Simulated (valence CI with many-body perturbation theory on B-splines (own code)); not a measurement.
# Te38+: electric-dipole lines

Level of theory: configuration interaction combined with many-body perturbation theory (CI+MBPT): four valence electrons over a frozen Dirac-Fock core [Ne], a basis of 11 s, 11 p, 10 d, 8 f, 5 g, 2 h functions for each j, with the one-electron correlation potential Σ1 (screened to all orders), the two-electron term Σ2, the three-electron term Σ3, Breit, model QED; selected single and double excitations, second order for the rest, scaled by the run's own slope (own B-spline code, finite nucleus).

No measured spectrum was set against this ion. As an estimate, large intervals hold to a few tenths of a per cent, small ones and those within an open d or f shell to about a per cent. Among the levels kept, up to 690 cm⁻¹ of a level comes from second order outside the variational space, and about a tenth of that is noise between levels of different J, which matters for small intervals.

Lines 101 to 150 of 562 in falling wavelength, among levels below 44.347 Ry, chosen from the strongest by gf and those to the six lowest levels. Wavelengths and rates use the calculated energies. Electric multipoles are in the length gauge, E1 and E2 with the static RPA response of the core. Weak lines are less certain than strong ones. Lines between different terms over intervals too small for the method are left out, as are lines whose strength nearly cancels. Where a level lies close to another of its J and parity, the split of strength between their lines is uncertain. The highest levels of a list are the least certain.

Levels are named by their leading jj configuration (3d3/2^4 stands for four electrons in 3d with j = 3/2), which in mixed levels can hold well under half, so a name can repeat and another be missing. Letters in brackets count levels of one name in rising energy.

```csv
λ vac (Å),Upper,Lower,A (s⁻¹),S (a.u.)
77.02,(3s 3p1/2 3p3/2 3d5/2) J=0,(3s 3p1/2 3p3/2^2) J=1 [b],8.75e+10,1.97e-02
76.85,(3s^2 3d5/2^2) J=4,(3s^2 3p3/2 3d5/2) J=3,5.91e+10,1.19e-01
76.81,(3s 3p3/2^2 3d3/2) J=2 [b],(3s^2 3p3/2 3d5/2) J=1,2.67e+10,2.99e-02
76.75,(3s 3p1/2 3d3/2 3d5/2) J=3 [d],(3s 3p1/2 3p3/2 3d5/2) J=2 [a],1.97e+10,3.07e-02
76.74,(3p1/2 3p3/2^2 3d5/2) J=3 [c],(3p1/2 3p3/2^3) J=2,1.01e+11,1.58e-01
76.73,(3p1/2 3p3/2^2 3d3/2) J=4,(3s 3p1/2 3p3/2 3d5/2) J=4 [b],1.85e+10,3.71e-02
76.62,(3p1/2 3p3/2^2 3d5/2) J=2 [b],(3p1/2 3p3/2^3) J=1,2.53e+10,2.81e-02
76.50,(3p1/2 3p3/2^2 3d3/2) J=2 [b],(3s 3p1/2 3p3/2 3d5/2) J=1 [b],3.20e+10,3.53e-02
76.42,(3s 3p1/2 3d5/2^2) J=4 [b],(3s 3p1/2 3p3/2 3d5/2) J=3 [d],1.18e+11,2.35e-01
76.39,(3s 3p1/2 3d3/2 3d5/2) J=3 [c],(3s 3p1/2 3p3/2 3d3/2) J=2 [e],1.51e+10,2.33e-02
76.39,(3s 3p3/2^2 3d5/2) J=1 [b],(3s 3p3/2^3) J=1,4.62e+10,3.05e-02
76.18,(3p1/2^2 3p3/2 3d5/2) J=3,(3s 3p1/2 3p3/2 3d3/2) J=2 [a],6.64e+10,1.01e-01
76.03,(3s 3p1/2 3p3/2 3d3/2) J=3 [b],(3s 3p1/2 3p3/2^2) J=2 [a],2.24e+10,3.40e-02
75.94,(3p1/2 3p3/2^2 3d5/2) J=3 [b],(3s 3p1/2 3p3/2 3d5/2) J=2 [c],4.34e+10,6.56e-02
75.90,(3p1/2 3p3/2^2 3d5/2) J=2 [c],(3p1/2 3p3/2^3) J=1,1.43e+11,1.54e-01
75.88,(3s 3p1/2 3d5/2^2) J=3 [a],(3s 3p1/2 3p3/2 3d5/2) J=3 [b],2.42e+10,3.65e-02
75.81,(3s 3p1/2^2 3d5/2) J=3,(3s 3p1/2^2 3p3/2) J=2,3.54e+10,5.32e-02
75.69,(3s 3p1/2 3d3/2 3d5/2) J=3 [a],(3s 3p1/2 3p3/2 3d3/2) J=2 [b],4.80e+10,7.19e-02
75.61,(3s 3p1/2 3d3/2 3d5/2) J=3 [c],(3s 3p1/2 3p3/2 3d3/2) J=2 [d],3.02e+10,4.52e-02
75.57,(3s 3p3/2 3d3/2^2) J=3,(3s 3p1/2 3p3/2 3d5/2) J=2 [c],1.41e+10,2.11e-02
75.35,(3p1/2 3p3/2^2 3d5/2) J=2 [a],(3s 3p1/2 3p3/2 3d5/2) J=2 [b],1.97e+10,2.08e-02
75.29,(3s^2 3p1/2 3d3/2) J=1,(3s^2 3p1/2 3p3/2) J=1,1.40e+09,8.85e-04
75.28,(3p1/2 3p3/2^2 3d5/2) J=1 [b],(3p1/2 3p3/2^3) J=1,8.96e+10,5.66e-02
75.25,(3s 3p3/2 3d3/2 3d5/2) J=1,(3s 3p3/2^2 3d3/2) J=1 [a],4.61e+10,2.91e-02
75.13,(3s 3p1/2 3p3/2 3d5/2) J=2 [b],(3s 3p1/2 3p3/2^2) J=2 [b],2.16e+10,2.26e-02
75.12,(3s 3p1/2 3d3/2 3d5/2) J=4 [a],(3s 3p1/2 3p3/2 3d3/2) J=3 [a],5.65e+10,1.06e-01
75.10,(3s 3p1/2 3p3/2 3d5/2) J=2 [c],(3s 3p1/2 3p3/2^2) J=1 [b],8.61e+10,9.00e-02
75.08,(3s 3p1/2 3p3/2 3d5/2) J=3 [d],(3s 3p1/2 3p3/2^2) J=2 [b],1.22e+11,1.79e-01
75.03,(3s 3p1/2 3d3/2 3d5/2) J=5,(3s 3p1/2 3p3/2 3d5/2) J=4 [a],1.29e+10,2.97e-02
75.02,(3p1/2 3p3/2^2 3d5/2) J=4 [b],(3s 3p1/2 3p3/2 3d5/2) J=3 [c],1.19e+11,2.23e-01
75.01,(3s 3p1/2 3d5/2^2) J=3 [a],(3s 3p1/2 3p3/2 3d5/2) J=4 [b],1.65e+10,2.41e-02
74.97,(3p1/2 3p3/2^2 3d5/2) J=5,(3s 3p1/2 3p3/2 3d5/2) J=4 [c],1.19e+11,2.73e-01
74.92,(3s 3p1/2 3d5/2^2) J=2 [b],(3s 3p1/2 3p3/2 3d5/2) J=2 [a],2.08e+10,2.16e-02
74.78,(3p1/2 3p3/2^2 3d5/2) J=2 [a],(3s 3p1/2 3p3/2 3d5/2) J=1 [c],8.51e+10,8.78e-02
74.71,(3p1/2 3p3/2^2 3d3/2) J=3 [a],(3s 3p1/2 3p3/2 3d3/2) J=3 [c],2.00e+10,2.88e-02
74.71,(3s^2 3p3/2 3d5/2) J=1,(3s^2 3p3/2^2) J=0,3.87e+10,2.39e-02
74.53,(3s 3p1/2 3p3/2 3d5/2) J=3 [a],(3s 3p1/2 3p3/2^2) J=3,3.66e+10,5.24e-02
74.44,(3s^2 3d3/2 3d5/2) J=3,(3s^2 3p3/2 3d3/2) J=3,3.80e+10,5.41e-02
74.41,(3s 3p1/2 3d5/2^2) J=3 [b],(3s 3p1/2 3p3/2 3d5/2) J=2 [b],9.68e+10,1.38e-01
74.41,(3p1/2 3p3/2^2 3d3/2) J=3 [b],(3s 3p1/2 3p3/2 3d3/2) J=2 [f],1.27e+11,1.80e-01
74.38,(3s 3p1/2 3p3/2 3d5/2) J=4 [c],(3s^2 3p1/2 3d5/2) J=3,1.22e+11,2.24e-01
74.30,(3s 3p1/2 3d3/2 3d5/2) J=2 [c],(3s 3p1/2 3p3/2 3d3/2) J=1 [b],2.33e+10,2.36e-02
74.17,(3s^2 3d3/2 3d5/2) J=3,(3s^2 3p3/2 3d3/2) J=2,6.27e+10,8.84e-02
74.12,(3s 3p1/2 3d5/2^2) J=4 [a],(3s 3p1/2 3p3/2 3d3/2) J=3 [b],6.76e+10,1.22e-01
74.08,(3s^2 3p1/2 3d5/2) J=2,(3s^2 3p1/2 3p3/2) J=2,5.98e+07,6.00e-05
74.07,(3p1/2 3p3/2^2 3d5/2) J=2 [b],(3p1/2 3p3/2^3) J=2,2.11e+11,2.12e-01
74.06,(3s 3p1/2 3p3/2 3d3/2) J=2 [d],(3s 3p1/2 3p3/2^2) J=2 [a],3.14e+10,3.15e-02
74.02,(3s 3p3/2 3d3/2 3d5/2) J=2,(3s 3p3/2^2 3d3/2) J=1 [a],2.62e+10,2.62e-02
74.01,(3s 3p3/2 3d3/2 3d5/2) J=2,(3s 3p3/2^2 3d3/2) J=2 [a],9.67e+10,9.67e-02
74.01,(3s 3p3/2^2 3d5/2) J=2 [a],(3s 3p3/2^3) J=2,3.32e+10,3.32e-02
```
